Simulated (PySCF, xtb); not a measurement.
C₃H₆Cl, SMILES C[C](C)Cl, multiplicity 2.

Harmonic wavenumbers (cm⁻¹) from xtb with GFN2-xTB at its own minimum, in rising order: 90, 109, 224, 321, 328, 641, 944, 970, 982, 1047, 1172, 1277, 1388, 1401, 1453, 1464, 1465, 1471, 2880, 2885, 3015, 3020, 3024, 3026.

Question: What does PySCF with PBE0-D3(BJ)/def2-SVP give at its own minimum? (An estimate is asked for; the answer gives what the named calculation found.)

Answer: 150, 160, 262, 341, 349, 648, 939, 941, 966, 1042, 1186, 1293, 1391, 1391, 1429, 1441, 1448, 1456, 2995, 3000, 3103, 3104, 3158, 3160. Paired by order, the mean absolute difference is 43 cm⁻¹ and the zero-point energies are 49.5 and 50.5 kcal/mol.
